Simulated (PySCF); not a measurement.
SMILES C(/[SiH2]N)=[CH]\[Al]([OH])[OH] (C₂H₈AlNO₂Si), GFN2-xTB optimised geometry.

```
15

Si    -2.64    -0.31     0.00
N     -3.38    -1.04     1.37
C     -0.75    -0.31     0.00
C      0.02    -0.82     0.96
Al     2.00    -0.79     0.90
O      2.73    -0.09    -0.40
O      2.78    -1.48     2.18
H     -3.12     1.08     0.00
H     -3.12    -1.08    -1.15
H     -3.30    -0.58     2.27
H     -3.30    -2.04     1.49
H     -0.25     0.15    -0.85
H     -0.46    -1.29     1.82
H      3.12     0.31    -1.16
H      3.28    -1.87     2.89
```

Density from B3LYP/def2-TZVP (PySCF 2.14.0) at that geometry.

Minimum of the electron density along straight lines between bonded atoms, close to the bond critical point (lines longer than 1.1 times the sum of covalent radii, or with two minima, are not listed):

```tsv
bond	length / Å	ρ at the minimum / e bohr⁻³	∇²ρ there / e bohr⁻⁵	position (fraction from the first atom)
Si1–N2	1.725	0.132	0.55	0.40
Si1–C3	1.895	0.119	…	0.39
C3–C4	1.332	0.352	-1.08	0.50
C4–Al5	1.981	…	…	0.60
Al5–O6	1.648	0.113	0.94	0.44
Al5–O7	1.648	0.113	0.94	0.44
Si1–H8	1.466	0.126	0.18	0.49
Si1–H9	1.466	0.126	0.18	0.49
N2–H10	1.007	0.338	-1.62	0.73
N2–H11	1.007	0.338	-1.62	0.73
C3–H12	1.085	0.283	-0.99	0.64
C4–H13	1.088	0.281	-0.97	0.64
O6–H14	0.945	0.365	-2.59	0.82
O7–H15	0.945	0.365	-2.59	0.82
```

Task: What belongs in the gaps?

Result: 
- Si1–C3, ∇²ρ there / e bohr⁻⁵: 0.16
- C4–Al5, ρ at the minimum / e bohr⁻³: 0.084
- C4–Al5, ∇²ρ there / e bohr⁻⁵: 0.23
